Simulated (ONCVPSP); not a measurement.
# An all-electron radial function and its pseudo partner (N (Z = 7))

Columns: radius, all-electron u(r) and pseudo u(r) of the 2s shell (level -18.58 eV) of nitrogen in the configuration [He] 2s2 2p3; PBE, scalar-relativistic, ONCV scheme, ONCVPSP 4.0.1.

| r (bohr) | all-electron | pseudo |
| --- | --- | --- |
| 0.085 | -0.3663 | 0.0466 |
| 0.170 | -0.3447 | 0.1048 |
| 0.255 | -0.1664 | 0.1823 |
| 0.340 | 0.0572 | 0.2807 |
| 0.425 | 0.2741 | 0.3954 |
| 0.510 | 0.4619 | 0.5166 |
| 0.595 | 0.6136 | 0.6325 |
| 0.680 | 0.7287 | 0.7325 |
| 0.765 | 0.8096 | 0.8098 |
| 0.850 | 0.8612 | 0.8612 |
| 0.935 | 0.8881 | 0.8881 |
| 1.020 | 0.8952 | 0.8952 |
| 1.105 | 0.8869 | 0.8869 |
| 1.190 | 0.8669 | 0.8669 |
| 1.275 | 0.8382 | 0.8382 |
| 1.360 | 0.8036 | 0.8036 |
| 1.445 | 0.7649 | 0.7649 |
| 1.530 | 0.7237 | 0.7237 |
| 1.615 | 0.6815 | 0.6815 |
| 1.700 | 0.6390 | 0.6390 |
| 1.785 | 0.5971 | 0.5971 |
| 1.870 | 0.5562 | 0.5562 |
| 1.955 | 0.5168 | 0.5168 |
| 2.040 | 0.4790 | 0.4790 |
| 2.125 | 0.4432 | 0.4432 |
| 2.210 | 0.4093 | 0.4093 |

(1) How many radial nodes do the two functions have?

(2) At about which radius was the pseudo-wave matched?

(3) Is the pseudo-wave norm-conserving?

Results:

(1) The all-electron 2s function has n − l − 1 = 1; the pseudo-wave has 0, since the states of the same l below it are removed with the core.

(2) 0.80 bohr, where the columns begin to agree (steps of 0.09 bohr).

(3) Yes: the ONCV scheme keeps the norm inside the radius equal to the all-electron one, which fixes the energy derivative of the logarithmic derivative at the level.
